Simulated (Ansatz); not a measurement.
A nudged elastic band was laid between two geometries of BF3H2S (7 atoms, charge 0, multiplicity 1).

Level of theory: Ansatz, RKS PBE0-D4/6-31G.

```
movable images  : 7
climbing image  : yes
spring          : 5.0 eV/Å²
optimiser       : quadratic models (default)
start path      : through a guess of the saddle point
force threshold : 0.05 eV/Å
iteration limit : 60
end points      : relaxed
```

First end point:

```xyz
7
Properties=species:S:1:pos:R:3
F 0.525 -1.068 1.563
B 0.255 -1.131 0.233
F -1.031 -1.337 -0.166
F 1.260 -1.392 -0.643
S 0.245 1.458 -0.147
H -0.893 1.842 0.515
H -0.301 1.560 -1.401
```

Last end point:

```xyz
7
Properties=species:S:1:pos:R:3
F -0.167 -0.870 1.445
B 0.219 -1.154 0.171
F -0.676 -1.738 -0.667
F 1.546 -1.224 -0.110
S -0.104 1.278 -0.759
H 0.588 2.028 0.156
H -1.345 1.611 -0.282
```

Problem. What changes between the two ends?

Solution. No bond is made or broken.  The two ends are copies of one structure, up to a mirror image or an exchange of like atoms.

Problem. Give the energies along the band, and the barrier.

Solution. The forces met the threshold. The highest image is number 4 of 0 to 8, 0.4 kcal/mol above the ends, which have the same energy within 2 meV. A vibrational analysis at the climbing image gives one clearly imaginary mode, 79i cm⁻¹: a first-order saddle point. Limits of this set-up: no polarisation functions.

| image | path coordinate (Å) | energy (kcal/mol) |
| --- | --- | --- |
| 0 | 0.00 | 0.0 |
| 1 | 0.36 | 0.1 |
| 2 | 0.71 | 0.2 |
| 3 | 1.07 | 0.4 |
| 4 | 1.42 | 0.4 |
| 5 | 1.78 | 0.3 |
| 6 | 2.13 | 0.2 |
| 7 | 2.48 | 0.0 |
| 8 | 2.83 | 0.0 |

Problem. What is the geometry of the highest image?

Solution. 
```xyz
7
Properties=species:S:1:pos:R:3:forces:R:3
F 0.098 -0.916 1.514 0.00 0.00 -0.02
B 0.266 -1.155 0.186 -0.01 0.00 0.02
F -0.820 -1.484 -0.563 0.02 0.00 0.00
F 1.506 -1.430 -0.284 -0.01 0.00 -0.01
S 0.214 1.426 -0.502 0.00 0.00 0.00
H -0.176 1.990 0.687 0.00 0.00 0.00
H -1.026 1.501 -1.082 0.00 0.00 0.00
```

Run time: 3.5 min on 1 thread of Arm Neoverse V1, with other jobs on the host, peak memory 0.22 GiB.
